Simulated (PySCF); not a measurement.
## How methods differ on the excitation energy of Co²⁺

Co²⁺ [Ar] 3d7 (4F) → Co²⁺ [Ar] 3d6 4p1 (high-spin determinant), as a difference of total energies. Calculation: PySCF 2.14, in ANO-RCC-VTZP; scalar relativity by spin-free X2C-1e. Correlated levels: valence: [Ar] frozen. The calculations carry no spin-orbit coupling.

| method | excitation energy (cm⁻¹) |
| --- | --- |
| UHF | 88756 |
| MP2 (valence) | 101300 |
| SCS-MP2 (valence) | 102940 |
| CCSD (valence) | 99370 |
| CCSD(T) (valence) | 99526 |

A first-order spin-orbit estimate (lowest level to lowest level, LS coupling) adds 0.071 eV.

The basis was made for the ground configuration and has no added diffuse functions, so the excitation energy can come out too high.

The determinant of the upper state mixes LS terms, which raises its energy above the lowest term, most at the Hartree-Fock and MP2 levels.
